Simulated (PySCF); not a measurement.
## Electronic structure of [Cr(SH)4]2-

[Cr(SH)4]2- holds Cr(II), d4, at total charge -2. The structure is a PBE0-D3(BJ)/def2-TZVP, IEF-PCM water geometry optimised for multiplicity 5; coordination square planar, point group C4h, metal–donor distances 2.41 Å.

```
9

Cr    0.000    0.000    0.000
S     2.410    0.000    0.000
H     2.700    1.313    0.000
S    -2.410    0.000    0.000
H    -2.700   -1.313    0.000
S     0.000    2.410    0.000
H    -1.313    2.700    0.000
S     0.000   -2.410    0.000
H     1.313   -2.700    0.000
```

Method (PySCF 2.14, density fitting): CASSCF(4,5) with orbitals averaged over all microstates of the shell, strongly contracted NEVPT2 on the averaged canonical orbitals; basis x2c-TZVPall on the metal, x2c-SVPall elsewhere; spin-free X2C; IEF-PCM water; spin-orbit coupling by state interaction with the mean-field operator over all roots.

## Spin-free states

```
2S+1  deg.  symmetry  free-ion term  CASSCF / cm⁻¹  NEVPT2 / cm⁻¹  f(ED)          occupations
   5     1       5Bg        5D 1.00              0              0      –  1.0 1.0 1.0 1.0 0.0
   5     2       5Eg        5D 1.00          14150          16552      0  1.0 1.0 0.5 0.5 1.0
   3     2       3Eg        3H 0.64          18857          16632      –  1.2 1.4 0.7 0.7 0.0
   5     1       5Bg        5D 1.00          13890          17494      0  1.0 0.0 1.0 1.0 1.0
   3     1       3Bg        3H 0.73          19357          17990      –  1.0 1.0 1.0 1.0 0.0
   3     1       3Ag        3H 0.73          19419          18193      –  0.7 1.3 1.0 1.0 0.0
   3     2       3Eg        3H 0.35          21540          19395      –  0.8 1.4 0.9 0.9 0.0
   5     1       5Ag        5D 1.00          15876          19447      0  0.0 1.0 1.0 1.0 1.0
   3     1       3Ag        3G 0.47          22609          20736      –  1.0 1.0 1.0 1.0 0.1
   3     1       3Bg        3F 0.47          23739          21118      –  1.0 1.1 0.9 0.9 0.1
   3     1       3Ag        3P 0.53          23601          21222      –  0.6 1.4 1.0 1.0 0.1
   1     1       1Ag        1I 0.65          25982          22150      –  1.7 1.7 0.3 0.3 0.0
   3     2       3Eg        3F 0.55          24887          22677      –  0.9 0.9 1.0 1.0 0.2
   1     2       1Eg        1I 0.76          26637          23919      –  1.2 1.5 0.6 0.6 0.0
   1     1       1Ag        1G 0.57          29298          25498      –  1.0 1.2 0.8 0.8 0.0
   1     1       1Bg        1I 0.88          27497          25869      –  0.9 1.2 1.0 1.0 0.0
   1     1       1Bg        1G 0.79          30172          27227      –  0.3 1.6 1.0 1.0 0.0
   3     1       3Bg        3F 0.57          28629          27279      –  0.8 0.9 1.0 1.0 0.4
   3     1       3Ag        3H 0.71          29308          29050      –  1.6 0.8 0.3 0.3 0.8
   1     2       1Eg        1G 0.65          31662          29562      –  0.3 1.2 1.2 1.2 0.1
   1     1       1Ag        1G 0.62          33158          30406      –  0.9 0.9 1.0 1.0 0.2
   3     2       3Eg        3H 0.78          30510          31178      –  0.9 0.6 0.9 0.9 0.7
   3     2       3Eg        3H 0.40          31915          32350      –  1.2 0.7 0.6 0.6 0.9
   1     1       1Bg        1I 0.48          35590          33133      –  0.3 1.6 0.9 0.9 0.2
   1     2       1Eg        1I 0.54          35889          33354      –  1.3 0.8 0.8 0.8 0.3
```

Only the lowest 25 spin-free levels are listed. Energies are counted from the ground state at NEVPT2 level. Weights follow the labels. f(ED) is the electric-dipole oscillator strength from the ground state at the fixed geometry, without vibronic coupling; occupations, where given, run over the ligand-field orbitals from the lowest.

Magnetism:

The ground multiplet follows a spin Hamiltonian with S = 2, g = 1.981, 1.997, 1.997, D = -1.46 cm⁻¹, E/|D| = 0.00 (spin-orbit part alone); the lowest levels hold 100 % of the spin-free ground state. μeff is 4.89 μB at 300 K and 4.85 μB at 10 K; the spin-only value is 4.90 μB.

```csv
T / K,χT / cm³ K mol⁻¹,μeff / μB
2,2.540,4.51
5,2.853,4.78
10,2.940,4.85
20,2.966,4.87
30,2.971,4.87
50,2.975,4.88
75,2.977,4.88
100,2.978,4.88
150,2.981,4.88
200,2.983,4.88
250,2.985,4.89
300,2.987,4.89
```

Powder magnetisation at 2 K: 1.07 μB at 0.5 T, 1.84 μB at 1 T, 2.69 μB at 2 T, 3.15 μB at 3 T, 3.61 μB at 5 T, 3.80 μB at 7 T.

## Spin-orbit levels

```json
{"E / cm⁻¹": "0.0", "deg.": "2", "make-up": "1.00 5Bg"}
{"E / cm⁻¹": "4.4", "deg.": "2", "make-up": "1.00 5Bg"}
{"E / cm⁻¹": "5.8", "deg.": "1", "make-up": "1.00 5Bg"}
{"E / cm⁻¹": "16370.1", "deg.": "1", "make-up": "0.70 5Eg + 0.29 3Eg"}
{"E / cm⁻¹": "16403.6", "deg.": "1", "make-up": "0.72 5Eg + 0.28 3Eg"}
{"E / cm⁻¹": "16412.8", "deg.": "2", "make-up": "0.76 5Eg + 0.23 3Eg"}
{"E / cm⁻¹": "16436.7", "deg.": "2", "make-up": "0.90 5Eg + 0.10 3Eg"}
{"E / cm⁻¹": "16479.2", "deg.": "1", "make-up": "0.61 5Eg + 0.39 3Eg"}
{"E / cm⁻¹": "16494.5", "deg.": "1", "make-up": "0.59 5Eg + 0.41 3Eg"}
{"E / cm⁻¹": "16657.2", "deg.": "2", "make-up": "0.98 5Eg"}
{"E / cm⁻¹": "16682.5", "deg.": "1", "make-up": "0.70 3Eg + 0.28 5Eg"}
{"E / cm⁻¹": "16710.0", "deg.": "1", "make-up": "0.72 3Eg + 0.27 5Eg"}
{"E / cm⁻¹": "16731.9", "deg.": "1", "make-up": "0.61 3Eg + 0.37 5Eg"}
{"E / cm⁻¹": "16745.0", "deg.": "2", "make-up": "0.66 3Eg + 0.33 5Eg"}
{"E / cm⁻¹": "16755.2", "deg.": "1", "make-up": "0.59 3Eg + 0.40 5Eg"}
{"E / cm⁻¹": "17501.7", "deg.": "1", "make-up": "0.96 5Bg"}
```

Only the lowest levels are listed: 22 of 210 states.

NEVPT2 lifts 5Bg from 13890 to 17494 cm⁻¹; on the d shell alone such lifts tend to overshoot. Gaps between spin states lean to high spin in this active space.

The job took 15 s on one thread of Arm Neoverse V1 (shared host), with 140 basis functions and a peak of 0.63 GiB, launched as `OMP_NUM_THREADS=1 python lf_run.py task.json out`.
